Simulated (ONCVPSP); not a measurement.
# Pseudopotential generation for boron: ONCV, PBE, scalar-relativistic.

```
Element                 : B (Z = 5)
Generator               : ONCVPSP 4.0.1
Type                    : optimised norm-conserving Vanderbilt (ONCV)
Functional              : PBE
Relativity              : scalar-relativistic
Frozen core             : [He]
Valence charge          : 3
Reference configuration : 2s2 2p1
Partial waves           : 2s: rc 1.45 bohr, ncon 4, nbas 7, qcut 5.4 1/bohr, 2 projectors, debl 0.5 Ha; 2p: rc 2.40 bohr, ncon 3, nbas 7, qcut 6.7 1/bohr, 2 projectors, debl 2.8 Ha; d scattering state at 0.2 Ha: rc 1.85 bohr, ncon 4, nbas 9, qcut 4.9 1/bohr, 1 projector
Local potential         : polynomial inside 0.95 bohr (lpopt 5, dvloc0 6 Ha)
Core correction         : none
```

- Cutoffs needed: 11 Ha and 17 Ha (the cutoffs (Ha) at which the residual kinetic energy of the hardest occupied pseudo-wave falls to 1 and 0.1 mHa per electron)
- Ghost test: no bound ghost flagged; no localised positive-energy state flagged
- Largest excitation error: +128 meV (all-electron minus pseudo) for 2s1 2p0, out of 4 test configurations
